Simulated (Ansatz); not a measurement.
Computed with Ansatz on PBE0-D4/def2-TZVP structures; ΔE is electronic, products minus reactants. CCSD(T)/CBS adds triple-zeta CCSD(T) − MP2 to the extrapolated MP2 energy (def2 sets, frozen cores). This one scheme is used for every species. DFT in def2-TZVPP. B3LYP here is the variant with VWN-RPA as its local correlation; programs differ in this. HSE06 is defined as in plane-wave codes. For Br outer-core shells are correlated without core-valence functions, which leaves a few kJ/mol of doubt a bond. Scalar relativity is left out up to krypton. Each species was taken in one conformer, which may not be the lowest.

Consider the ligand exchange at a B–O bond: `BOBF` + HBr → `FBBr` + `BO`.

```csv
level,ΔE (kJ/mol),difference from CCSD(T)/CBS
LDA (SPW92),33.3,-4.0
PBE-D4,26.3,-11.0
revPBE-D4,25.2,-12.1
BLYP-D4,35.1,-2.2
r2SCAN-D4,34.1,-3.2
B97M-V,39.0,1.7
PBE0-D4,32.8,-4.5
B3LYP-D4,39.9,2.6
r2SCANh-D4,35.8,-1.5
BHLYP-D4,46.9,9.6
CAM-B3LYP-D4,45.2,7.9
ωB97X-V,38.4,1.1
ωB97M-V,38.6,1.3
B2PLYP,38.9,1.6
PBE-QIDH,35.9,-1.4
PBE,26.1,-11.2
BLYP,34.7,-2.6
r2SCAN,33.9,-3.4
PBE0,32.5,-4.8
B3LYP,39.7,2.4
HSE06,32.3,-5.0
BHLYP,47.4,10.1
CAM-B3LYP,45.1,7.8
LC-ωPBE,36.7,-0.6
RPA@PBE/def2-TZVPP,36.1,-1.2
HF/def2-SVP,60.0,22.7
MP2/def2-SVP,43.8,6.5
CCSD/def2-SVP,48.4,11.1
CCSD(T)/def2-SVP,46.2,8.9
HF/def2-TZVPP,55.5,18.2
MP2/def2-TZVPP,34.5,-2.8
SCS-MP2/def2-TZVPP,38.4,1.1
CCSD/def2-TZVPP,41.4,4.1
CCSD(T)/def2-TZVPP,38.3,1.0
HF/def2-QZVPP,57.1,19.8
MP2/def2-QZVPP,34.5,-2.8
SCS-MP2/def2-QZVPP,38.7,1.4
HF/CBS(def2),57.3,20.0
MP2/CBS(def2),33.5,-3.8
CCSD/CBS(def2),40.5,3.2
CCSD(T)/CBS,37.3,0
```

Q: What do rigid-rotor, harmonic-oscillator terms from PBE0-D4/def2-TZVP frequencies (298.15 K, 1 bar) make of the CCSD(T)/CBS value? (Estimate.)

A: The calculation gave: ΔZPE = +9.5 kJ/mol, ΔH = +44.7 kJ/mol, ΔS = 15 J/(mol·K), ΔG = +40.1 kJ/mol.

Largest T1 diagnostic among the species: 0.014.

In def2-TZVPP, CCSD(T) changes the Hartree–Fock value by −17.3 kJ/mol (the triples alone add −3.2 kJ/mol) and MP2 by −21.0 kJ/mol. From r2SCAN to r2SCAN0 (25 % exact exchange), in def2-TZVPP and without D4, ΔE moves by +4.0 kJ/mol.
